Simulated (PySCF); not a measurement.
Geometries of 3 isomers of CH5GeNO, from PySCF 2.14.0, PBE0-D3(BJ)/def2-SVP geometry optimisation, gas phase. One conformer each, no zero-point energy, no frequencies.

Task: Which isomer lies lowest at this level?
A.
```xyz
9
angstrom
O      1.131    1.411    0.804
C      1.371    0.353    0.264
N      0.409   -0.493   -0.176
Ge    -1.378    0.005    0.061
H      2.414   -0.005    0.088
H      0.695   -1.360   -0.614
H     -1.655    1.296   -0.716
H     -2.161   -1.177   -0.538
H     -1.670    0.157    1.557
```
B.
```xyz
9
angstrom
N     -1.386   -0.561   -0.483
Ge    -0.065    0.637   -0.041
C      1.560   -0.441    0.403
O      2.442   -0.030    1.108
H     -2.097   -0.189   -1.106
H     -1.852   -1.005    0.304
H     -0.368    1.575    1.149
H      0.207    1.466   -1.311
H      1.617   -1.469   -0.056
```
C.
```xyz
9
angstrom
N      1.310    0.680   -0.579
C      1.189   -0.425    0.028
O      0.013   -0.862    0.443
Ge    -1.394    0.261    0.064
H      2.277    0.879   -0.831
H      2.005   -1.127    0.279
H     -1.550    0.396   -1.453
H     -2.546   -0.548    0.679
H     -1.196    1.594    0.791
```

Result: A. That is `O=C[NH][GeH3]`, 10.0 kcal/mol below the next.

```tsv
SMILES	atoms numbered as above	E (Eh)	relative (kcal/mol)	relative (kJ/mol)	dipole (D)
O=C[NH][GeH3]	[O:1]=[CH:2][NH:3][GeH3:4]	-2247.26900	0.0	0.0	3.39
[H]/N=C/[O][GeH3]	[H]/[N:1]=[CH:2]/[O:3][GeH3:4]	-2247.25303	10.0	41.9	0.67
[NH2][GeH2][CH]=O	[NH2:1][GeH2:2][CH:3]=[O:4]	-2247.22825	25.6	107.0	2.93
```

As drawn, the lowest has a C(=O)–N unit, which the highest lacks.
